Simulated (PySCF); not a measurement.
PySCF input:

```python
from pyscf import gto, scf, dft

mol = gto.M(
    atom='''
    Si    0.01238304   -0.00415572    0.56251173
    F    -1.15955259   -0.87669892   -0.27278069
    F    -0.19063867    1.44031404   -0.27699259
    F     1.33092876   -0.55715066   -0.32524496
    ''',
    basis='def2-tzvpd',
    charge=-1,
    spin=0,
    verbose=4,
)

mf = dft.RKS(mol, xc='bp86').density_fit(auxbasis='def2-universal-jkfit')
mf.grids.level = 3
mf.conv_tol = 1e-9
mf.max_cycle = 100
mf.max_memory = 1500
mf.kernel()
if not mf.converged:
    mf = mf.newton()
    mf.kernel(mf.make_rdm1())
mf.analyze()
```

Problem. Predict the final energy.

Solution. -589.42405 Eh (BP86/def2-TZVPD).
